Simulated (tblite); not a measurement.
C₄H₄ClSi₂ (doublet state).
Numbering: `[CH:1]#[C:2][Si@H:3]([Cl:4])[C:5]#[C:6][SiH2:7]` (hydrogens: H8 on C1; H9 on Si3; H10, H11 on Si7)

Structure optimised with GFN2-xTB, isolated species. This method treats the open shell by occupation alone, without spin polarisation.

(1) Give the optimised bond lengths and angles.

## Answers

(1) 
```json
{"bond": "C1≡C2", "length (Å)": "1.202", "order": "triple"}
{"bond": "C2–Si3", "length (Å)": "1.851", "order": "single"}
{"bond": "Si3–Cl4", "length (Å)": "2.046", "order": "single"}
{"bond": "Si3–C5", "length (Å)": "1.835", "order": "single"}
{"bond": "C5≡C6", "length (Å)": "1.226", "order": "triple"}
{"bond": "C6–Si7", "length (Å)": "1.793", "order": "single"}
{"bond": "C1–H8", "length (Å)": "1.052", "order": "single"}
{"bond": "Si3–H9", "length (Å)": "1.465", "order": "single"}
{"bond": "Si7–H10", "length (Å)": "1.447", "order": "single"}
{"bond": "Si7–H11", "length (Å)": "1.448", "order": "single"}
```

Orders are formal, as drawn. A selection of angles:
```json
{"angle": "C2–C1–H8", "degrees": "179.8"}
{"angle": "C1–C2–Si3", "degrees": "178.8"}
{"angle": "C2–Si3–Cl4", "degrees": "108.5"}
{"angle": "C2–Si3–C5", "degrees": "107.2"}
{"angle": "C2–Si3–H9", "degrees": "110.3"}
{"angle": "Cl4–Si3–C5", "degrees": "109.9"}
{"angle": "Cl4–Si3–H9", "degrees": "107.5"}
{"angle": "C5–Si3–H9", "degrees": "113.3"}
{"angle": "Si3–C5–C6", "degrees": "178.7"}
{"angle": "C5–C6–Si7", "degrees": "179.2"}
{"angle": "C6–Si7–H10", "degrees": "120.2"}
{"angle": "C6–Si7–H11", "degrees": "120.0"}
{"angle": "H10–Si7–H11", "degrees": "119.7"}
```

Si7 (silicon bonded to C and 2 H) is planar (angles 120.2°, 120.0° and 119.7°, sum 360.0°, 0.01 Å off the plane of its three neighbours). The 2 C–C bonds span 1.202 Å (C1≡C2, drawn triple) to 1.226 Å (C5≡C6, drawn triple), a spread of 0.024 Å. The C–Si distances run from 1.793 Å (C6–Si7, drawn single) to 1.851 Å (C2–Si3, drawn single), a spread of 0.058 Å. Si3 (silicon bonded to 2 C, Cl and H) is distorted tetrahedral (angles from 107.2° to 113.3°).

Point group: C1 (no symmetry element, even within 0.4 Å). GFN2-xTB frequencies show an imaginary mode (23i cm⁻¹), so the point is no minimum at that level.

These are computed values.
